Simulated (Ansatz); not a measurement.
CH₃AlCl (SMILES [CH3][Al][Cl]), doublet, geometry from GFN2-xTB (such geometries of metal compounds can be far from the true shape) (the spin is typed, not shown lowest), atoms displaced at random by about 0.05 Å a coordinate; Ansatz (a program for electronic structure) with PBE/3-21G.

Input for Ansatz:
Ansatz 0.2 input:
```yaml
crystal:
  periodic: [false, false, false]
  atoms:
    - {symbol: Al, position_ang: [0.61735695, 0.48175955, -0.00392955]}
    - {symbol: C, position_ang: [-0.22011914, 1.73999099, -1.34978796]}
    - {symbol: H, position_ang: [-1.13945195, 2.12393635, -1.09201052]}
    - {symbol: H, position_ang: [-0.35942915, 1.03077680, -2.29988368]}
    - {symbol: H, position_ang: [0.41638934, 2.48668598, -1.71828073]}
    - {symbol: Cl, position_ang: [-0.28607568, -1.17613114, 0.74029575]}
basis:
  gaussian:
    orbitals: 3-21G.json
hamiltonian:
  xc: pbe
magnetization: {spin_polarized: true, initial_magnetization: 1}
relax: {f_tol: 0.1}
```
The basis file holds 3-21G in the JSON format of the Basis Set Exchange.

What does Ansatz print? Leave out banner, timings and long lists.


```
Functional definition: PBE
516 factors; integrals over basis functions are off by at most 5.9e-4 eV
mean field evaluation 1: about -20085.9927 eV, gradient 3.6e1 eV
mean field evaluation 2: about -20072.4944 eV, gradient 5.3e1 eV
mean field evaluation 4: about -20092.3951 eV, gradient 4.9e0 eV
mean field evaluation 8: about -20092.5344 eV, gradient 2.2e-2 eV
mean field -20092.53441172 eV, -738.3870204216 hartree, gradient 2.1e-5 eV, S^2 0.751563; 0 other end points of the search recorded, 0 dependent functions left out
the calculation of the forces begins
reference -20092.53444485 eV, -738.3870216393 hartree; 20, 19 occupied and 21, 22 virtual orbitals, 516 factors
relax step   1: F+E_penalty+E_count = -20092.53441172 eV  Δ(F+E_penalty+E_count) = +0.000e0 eV  max|allowed force component| = 4.015e0 eV/Å  Δτ_max = 0.0000 Å  (25 SCF iters, accepted)
these checks for a lower state are left out or cut short: starts, cluster_reference, orbital_swaps, neighbouring_geometries, increment
516 factors; integrals over basis functions are off by at most 5.3e-4 eV
mean field evaluation 16: about -20092.9871 eV, gradient 7.3e0 eV
mean field -20093.16910562 eV, -738.4103449924 hartree, gradient 7.2e-6 eV, S^2 0.751776; 0 other end points of the search recorded, 0 dependent functions left out
the calculation of the forces begins
reference -20093.16913895 eV, -738.4103462171 hartree; 20, 19 occupied and 21, 22 virtual orbitals, 516 factors
relax step   2: F+E_penalty+E_count = -20093.16910562 eV  Δ(F+E_penalty+E_count) = -6.347e-1 eV  max|allowed force component| = 1.111e0 eV/Å  Δτ_max = 0.1452 Å  (28 SCF iters, accepted)
these checks for a lower state are left out or cut short: starts, cluster_reference, orbital_swaps, neighbouring_geometries, increment
516 factors; integrals over basis functions are off by at most 5.2e-4 eV
mean field -20093.20317210 eV, -738.4115969123 hartree, gradient 1.2e-5 eV, S^2 0.751805; 0 other end points of the search recorded, 0 dependent functions left out
the calculation of the forces begins
reference -20093.20320536 eV, -738.4115981345 hartree; 20, 19 occupied and 21, 22 virtual orbitals, 516 factors
relax step   3: F+E_penalty+E_count = -20093.20317210 eV  Δ(F+E_penalty+E_count) = -3.407e-2 eV  max|allowed force component| = 1.253e-1 eV/Å  Δτ_max = 0.0528 Å  (26 SCF iters, accepted)
these checks for a lower state are left out or cut short: starts, cluster_reference, orbital_swaps, neighbouring_geometries, increment
516 factors; integrals over basis functions are off by at most 5.3e-4 eV
mean field evaluation 32: about -20093.2048 eV, gradient 4.2e-2 eV
mean field -20093.20486200 eV, -738.4116590150 hartree, gradient 8.5e-5 eV, S^2 0.751798; 0 other end points of the search recorded, 0 dependent functions left out
the calculation of the forces begins
reference -20093.20489517 eV, -738.4116602341 hartree; 20, 19 occupied and 21, 22 virtual orbitals, 516 factors
relax step   4: F+E_penalty+E_count = -20093.20486200 eV  Δ(F+E_penalty+E_count) = -1.690e-3 eV  max|allowed force component| = 5.138e-2 eV/Å  Δτ_max = 0.0270 Å  (23 SCF iters, accepted)
516 factors; integrals over basis functions are off by at most 5.3e-4 eV
mean field -20093.20486200 eV, -738.4116590150 hartree, gradient 8.5e-5 eV, S^2 0.751798; 1 other end points of the search recorded, 0 dependent functions left out
the calculation of the forces begins
reference -20093.20489517 eV, -738.4116602341 hartree; 20, 19 occupied and 21, 22 virtual orbitals, 516 factors
Total energy: -20093.20489517 eV, -738.4116602341 hartree
Atom 0 at     0.752486     0.569032    -0.031013 Å, force    -0.042864    -0.037003     0.010292 eV/Å
Atom 1 at    -0.191588     1.676087    -1.418120 Å, force     0.019890     0.051384     0.006002 eV/Å
Atom 2 at    -1.165550     2.018076    -1.019087 Å, force     0.029675    -0.005819    -0.000603 eV/Å
Atom 3 at    -0.376518     1.057369    -2.315511 Å, force    -0.003018    -0.022851    -0.012556 eV/Å
Atom 4 at     0.422490     2.549294    -1.698371 Å, force    -0.028651    -0.010449     0.004961 eV/Å
Atom 5 at    -0.412649    -1.182838     0.758505 Å, force     0.024968     0.024738    -0.008095 eV/Å
Dipole moment:     0.224015     0.557680    -0.330280 e Å
```
